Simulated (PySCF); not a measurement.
Question: What does the PBE0-D3(BJ)/def2-SVP structure of W(NH)2(OH)2, `[NH]=[W](=[NH])([OH])[OH]` look like in three dimensions? (Singlet state.)

Answer: 
```
atom  x, y, z in Å
W1    -0.1582   -0.0368   -0.1375
N2    -0.0959    0.0791    1.6068
H3     0.3394    0.1908    2.5155
N4     1.4687    0.1079   -0.7612
H5     2.4754    0.2217   -0.7586
O6    -1.2222    1.3762   -0.8231
H7    -1.1564    2.3282   -0.7129
O8    -0.8709   -1.7255   -0.6264
H9    -0.6472   -2.6110   -0.3283
```

Orientation and origin are arbitrary. Atoms count from 1 in this order. O6 (oxygen bonded to W and H) is bent (angle 131.2°). W1 (tungsten bonded to 2 N and 2 O) is tetrahedral (angles from 108.5° to 111.1°).

Bonds between heavy atoms (Å): W1–N2 1.749, W1–N4 1.748, W1–O6 1.897, W1–O8 1.897.

Theory: PBE0-D3(BJ)/def2-SVP geometry optimisation, gas phase, def2 core potentials past Kr (PySCF 2.14.0).

Point group: near C2v, missed by 0.21 Å at most; the miss may be what the optimiser left on a soft mode (Cs holds within 0.08 Å). PBE0-D3(BJ)/def2-SVP frequencies: not computed here. Torsions: N4–W1–N2–H 1°, N2–W1–N4–H 0°, N2–W1–O6–H 56°, N2–W1–O8–H -49°.
